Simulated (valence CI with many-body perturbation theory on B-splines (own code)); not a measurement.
Forbidden lines of Pr³⁶⁺

Method: valence CI with perturbative core correlation (CI+MBPT): five valence electrons over a frozen Dirac-Fock core [Ar], radial functions for each j: 7 s, 7 p, 8 d, 6 f, 4 g, 1 h, with the one-electron correlation potential Σ1 (screened to all orders), the two-electron term Σ2, the three-electron term Σ3, Breit, model QED; selected single and double excitations, second order for the rest (own B-spline code, finite nucleus).

The last digits are not significant, and no measured levels were compared; by estimate large intervals hold to a few tenths of a per cent, small ones and those within an open d or f shell to about a per cent. Only levels of the ground parity were solved; by the run's estimate the other parity begins above the list, which can be wrong where configurations are misplaced.

Lines 1 to 50 of 120 in falling wavelength, among levels below 892120 cm⁻¹, chosen from the decays that carry over 1 % of a level's rate. Wavelengths and rates use the calculated energies. Electric multipoles are in the length gauge, E1 and E2 with the static RPA response of the core. S is in atomic units (e²a₀⁴ for E2 and M2, e²a₀⁶ for E3), for M1 in squared Bohr magnetons. Weak lines are less certain than strong ones. Lines between different terms over intervals too small for the method are left out, as are lines whose strength nearly cancels.

Levels are named by their leading jj configuration (3d3/2^4 stands for four electrons in 3d with j = 3/2), which in mixed levels can hold well under half, so a name can repeat and another be missing. Letters in brackets count levels of one name in rising energy.

```
λ vac (nm)                        Upper                        Lower  Type   A (s⁻¹)  S (a.u.)
      1000     (3d3/2^3 3d5/2^2) J=11/2  (3d3/2^3 3d5/2^2) J=7/2 [a]    E2  6.80e-08  7.28e-05
     412.9      (3d3/2^3 3d5/2^2) J=9/2     (3d3/2^3 3d5/2^2) J=11/2    M1  1.84e+02  4.80e+00
     323.4     (3d3/2^2 3d5/2^3) J=13/2     (3d3/2^2 3d5/2^3) J=11/2    M1  2.03e+02  3.56e+00
     292.3      (3d3/2^3 3d5/2^2) J=9/2  (3d3/2^3 3d5/2^2) J=7/2 [a]    M1  5.77e+02  5.34e+00
     259.3  (3d3/2^3 3d5/2^2) J=7/2 [b]  (3d3/2^3 3d5/2^2) J=5/2 [b]    M1  5.50e+02  2.84e+00
     259.2  (3d3/2^3 3d5/2^2) J=5/2 [b]  (3d3/2^3 3d5/2^2) J=3/2 [a]    M1  6.49e+02  2.51e+00
     209.5  (3d3/2^2 3d5/2^3) J=1/2 [a]  (3d3/2^3 3d5/2^2) J=3/2 [b]    M1  1.48e+03  1.01e+00
     205.6      (3d3/2^3 3d5/2^2) J=1/2  (3d3/2^3 3d5/2^2) J=3/2 [a]    M1  3.79e+03  2.44e+00
     141.0  (3d3/2^2 3d5/2^3) J=5/2 [b]  (3d3/2^3 3d5/2^2) J=3/2 [b]    M1  2.70e+03  1.68e+00
     137.5  (3d3/2^3 3d5/2^2) J=7/2 [a]  (3d3/2^3 3d5/2^2) J=5/2 [a]    M1  5.15e+03  3.97e+00
     126.6  (3d3/2^2 3d5/2^3) J=3/2 [a]  (3d3/2^2 3d5/2^3) J=5/2 [a]    M1  4.37e+03  1.31e+00
     122.6  (3d3/2^2 3d5/2^3) J=7/2 [b]  (3d3/2^2 3d5/2^3) J=9/2 [a]    M1  7.60e+02  4.15e-01
     119.2  (3d3/2^3 3d5/2^2) J=7/2 [b]  (3d3/2^3 3d5/2^2) J=7/2 [a]    M1  2.10e+03  1.06e+00
     115.7  (3d3/2^2 3d5/2^3) J=3/2 [b]  (3d3/2^2 3d5/2^3) J=3/2 [a]    M1  1.96e+03  4.50e-01
     108.5  (3d3/2^2 3d5/2^3) J=9/2 [c]  (3d3/2^2 3d5/2^3) J=7/2 [b]    M1  1.22e+03  5.76e-01
     107.9  (3d3/2^2 3d5/2^3) J=5/2 [b]  (3d3/2^2 3d5/2^3) J=5/2 [a]    M1  1.58e+03  4.41e-01
     107.9  (3d3/2^3 3d5/2^2) J=3/2 [b]      (3d3/2^3 3d5/2^2) J=1/2    M1  1.40e+03  2.61e-01
     100.2  (3d3/2^2 3d5/2^3) J=9/2 [a]  (3d3/2^3 3d5/2^2) J=7/2 [b]    M1  7.10e+03  2.65e+00
     98.07  (3d3/2^2 3d5/2^3) J=7/2 [b]  (3d3/2^2 3d5/2^3) J=7/2 [a]    M1  3.34e+03  9.34e-01
     97.31  (3d3/2^3 3d5/2^2) J=3/2 [b]  (3d3/2^3 3d5/2^2) J=5/2 [b]    M1  3.51e+03  4.79e-01
     93.61  (3d3/2^2 3d5/2^3) J=9/2 [c]  (3d3/2^2 3d5/2^3) J=9/2 [b]    M1  1.20e+04  3.65e+00
     91.33  (3d3/2^2 3d5/2^3) J=1/2 [b]  (3d3/2^2 3d5/2^3) J=3/2 [a]    M1  8.69e+03  4.91e-01
     90.61  (3d3/2^2 3d5/2^3) J=5/2 [c]  (3d3/2^2 3d5/2^3) J=7/2 [a]    M1  2.75e+03  4.56e-01
     84.75  (3d3/2^2 3d5/2^3) J=7/2 [a]  (3d3/2^3 3d5/2^2) J=5/2 [b]    M1  1.70e+04  3.07e+00
     84.72  (3d3/2^3 3d5/2^2) J=5/2 [b]  (3d3/2^3 3d5/2^2) J=5/2 [a]    M1  3.17e+04  4.29e+00
     79.97    (3d3/2 3d5/2^4) J=7/2 [a]  (3d3/2^2 3d5/2^3) J=5/2 [c]    M1  1.23e+04  1.87e+00
     79.62  (3d3/2^2 3d5/2^3) J=5/2 [c]  (3d3/2^3 3d5/2^2) J=3/2 [b]    M1  2.14e+04  2.41e+00
     79.17  (3d3/2^2 3d5/2^3) J=5/2 [a]  (3d3/2^3 3d5/2^2) J=7/2 [a]    M1  2.05e+04  2.26e+00
     77.47  (3d3/2^2 3d5/2^3) J=7/2 [a]      (3d3/2^3 3d5/2^2) J=9/2    M1  2.87e+04  3.95e+00
     77.18  (3d3/2^3 3d5/2^2) J=5/2 [a]        (3d3/2^4 3d5/2) J=5/2    M1  8.11e+04  8.29e+00
     74.02  (3d3/2^2 3d5/2^3) J=5/2 [b]  (3d3/2^3 3d5/2^2) J=7/2 [b]    M1  1.22e+04  1.10e+00
     73.77     (3d3/2^2 3d5/2^3) J=11/2      (3d3/2^3 3d5/2^2) J=9/2    M1  1.10e+04  1.97e+00
     71.21  (3d3/2^2 3d5/2^3) J=1/2 [a]      (3d3/2^3 3d5/2^2) J=1/2    M1  5.90e+04  1.58e+00
     70.75  (3d3/2^3 3d5/2^2) J=3/2 [b]  (3d3/2^3 3d5/2^2) J=3/2 [a]    M1  7.23e+03  3.80e-01
     69.87    (3d3/2 3d5/2^4) J=5/2 [a]  (3d3/2^2 3d5/2^3) J=3/2 [a]    M1  2.23e+04  1.69e+00
     69.61  (3d3/2^2 3d5/2^3) J=3/2 [b]  (3d3/2^3 3d5/2^2) J=3/2 [b]    M1  1.34e+03  6.73e-02
     67.86  (3d3/2^2 3d5/2^3) J=5/2 [c]  (3d3/2^2 3d5/2^3) J=5/2 [a]    M1  4.19e+03  2.91e-01
     67.53    (3d3/2 3d5/2^4) J=7/2 [a]  (3d3/2^2 3d5/2^3) J=9/2 [b]    M1  1.70e+04  1.56e+00
     66.96    (3d3/2 3d5/2^4) J=3/2 [a]  (3d3/2^2 3d5/2^3) J=5/2 [c]    M1  1.19e+04  5.29e-01
     66.69  (3d3/2^2 3d5/2^3) J=3/2 [a]      (3d3/2^3 3d5/2^2) J=1/2    M1  7.85e+03  3.45e-01
     62.59     (3d3/2^2 3d5/2^3) J=11/2     (3d3/2^3 3d5/2^2) J=11/2    M1  6.83e+04  7.45e+00
     62.49  (3d3/2^2 3d5/2^3) J=3/2 [a]  (3d3/2^3 3d5/2^2) J=5/2 [b]    M1  2.92e+04  1.06e+00
     62.36       (3d3/2 3d5/2^4) J=11/2  (3d3/2^2 3d5/2^3) J=9/2 [b]    M1  1.61e+04  1.74e+00
     61.24  (3d3/2^2 3d5/2^3) J=7/2 [a]  (3d3/2^3 3d5/2^2) J=7/2 [a]    M1  3.80e+04  2.59e+00
     60.45  (3d3/2^2 3d5/2^3) J=3/2 [b]  (3d3/2^2 3d5/2^3) J=5/2 [a]    M1  9.72e+03  3.18e-01
     59.97  (3d3/2^2 3d5/2^3) J=9/2 [b]  (3d3/2^3 3d5/2^2) J=7/2 [b]    M1  1.43e+04  1.15e+00
     57.58  (3d3/2^2 3d5/2^3) J=9/2 [a]     (3d3/2^3 3d5/2^2) J=11/2    M1  2.80e+04  1.98e+00
     57.58  (3d3/2^2 3d5/2^3) J=5/2 [b]  (3d3/2^3 3d5/2^2) J=5/2 [b]    M1  6.80e+04  2.89e+00
     55.64    (3d3/2 3d5/2^4) J=7/2 [a]  (3d3/2^2 3d5/2^3) J=5/2 [b]    M1  4.65e+04  2.38e+00
     55.13  (3d3/2^2 3d5/2^3) J=7/2 [b]  (3d3/2^3 3d5/2^2) J=7/2 [b]    M1  1.26e+04  6.25e-01
```
